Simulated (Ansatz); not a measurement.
Relaxed structures of SiH₄O₂F (charge +1), singlet (PBE0-D4/def2-TZVP; forces vanish, vibrations not checked; lower isomers may exist, and structures with a doubtful reference or unclear bonds are left out; Å). Program: Ansatz 0.2.0. Basis: def2-TZVPP. Cores are frozen in the correlated methods.

Problem. Rank them by CCSD(T) energy, lowest first, and give each one's height above the lowest. Links in brackets join atoms within 1.22 times the sum of their covalent radii (1.1 for two metals). (An estimate is asked for; the value comes from the calculation.)
A.
SiH₄O₂F ([O][SiH]([OH2])[FH]), total charge +1
```
8
angstrom
O 0.3598 -1.0000 -1.0595
Si -0.1858 0.2561 -0.4448
O 0.0508 0.1941 1.3451
F 1.2622 1.5003 -0.7380
H 1.9141 1.0554 -1.2617
H -1.2596 1.2440 -0.5574
H 0.4469 -0.6237 1.6964
H -0.3974 0.7159 2.0313
```
B.
SiH₄O₂F ([OH2][Si]([OH2])[F]), total charge +1
```
8
angstrom
O 0.2765 -1.2787 -0.9328
Si -0.4174 0.5063 -0.4693
O -0.0247 0.1601 1.4304
F 1.0778 1.0619 -0.6165
H -0.2815 -1.9432 -1.3610
H 1.1981 -1.3860 -1.2162
H -0.7227 0.1630 2.1006
H 0.8106 0.4640 1.8192
```
C.
SiH₄O₂F ([OH][SiH]([OH2])[F]), total charge +1
```
8
angstrom
O 0.0129 -1.2134 -0.8523
Si -0.1060 0.3369 -0.5456
O 0.0221 0.1749 1.2395
F 1.1477 1.2219 -0.8156
H -0.2648 -1.6878 -1.6404
H -1.3515 1.0473 -0.8093
H 0.0766 -0.7158 1.6256
H 0.4629 0.8359 1.7981
```

Solution. By the calculation: C (0.00 kcal/mol), B (33.66 kcal/mol), A (75.44 kcal/mol). Heights count from the lowest.

No T1 diagnostic of these runs exceeds 0.015.

For scale, one of the runs: CCSD(T)/def2-TZVPP, 191 basis functions, launched by `ansatz run in.yaml --threads 2 --pin off --events-out ev --progress --plain --max-ram 4352MiB`. Hardware: 2 CPU threads of an Intel Xeon Platinum 8223CL, shared host. Wall time 47 s; peak host memory 2.2 GiB.
